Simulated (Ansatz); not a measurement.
Relaxation of AsH4 (5 atoms, charge 0, multiplicity 2), to a largest force component of 0.03 eV/Å in at most 50 steps.

Computed with UKS B3LYP-D4/def2-SVP (Ansatz 0.2.0).

```xyz
5
Properties=species:S:1:pos:R:3
H -0.113 -0.445 -0.609
As 0.429 0.942 -0.333
H -0.859 -2.209 -0.493
H -0.739 1.273 0.601
H 1.282 0.438 0.834
```

Question: Where does it end, and by what steps?

Answer: The run converged. The force dipped under the threshold on the way, but the program's further checks kept it going. After 18 steps the energy has fallen by 1.239 eV; H1 moved furthest, 1.11 Å. Parted: H1–As2. Joined: H1–H3.

```csv
step,energy less start (eV),largest force component (eV/Å),accepted
0,0.0000,0.434,yes
1,-0.0058,0.123,yes
2,-0.0099,0.061,yes
3,-0.0395,0.185,yes
4,-0.1290,0.773,yes
5,-0.1875,0.862,yes
6,-0.5473,1.951,yes
7,0.9556,17.156,no
8,-0.8415,1.275,yes
9,-0.9989,0.996,yes
10,-1.1405,0.308,yes
11,-1.2147,0.307,yes
12,-1.2224,0.581,yes
13,-1.2376,0.042,yes
14,-1.2378,0.035,yes
15,-1.2383,0.033,yes
16,-1.2387,0.007,yes
17,-1.2340,0.416,no
18,-1.2389,0.026,yes
```

```xyz
5
Properties=species:S:1:pos:R:3
H -0.529 -1.473 -0.699
As 0.637 1.488 -0.178
H -0.823 -2.177 -0.684
H -0.649 1.497 0.664
H 1.364 0.665 0.896
```

Whether the end is a true minimum wasn't checked by a vibrational analysis.

Time of the run: 48 s on 1 thread of Arm Neoverse N1 (shared host), peak memory 0.12 GiB.
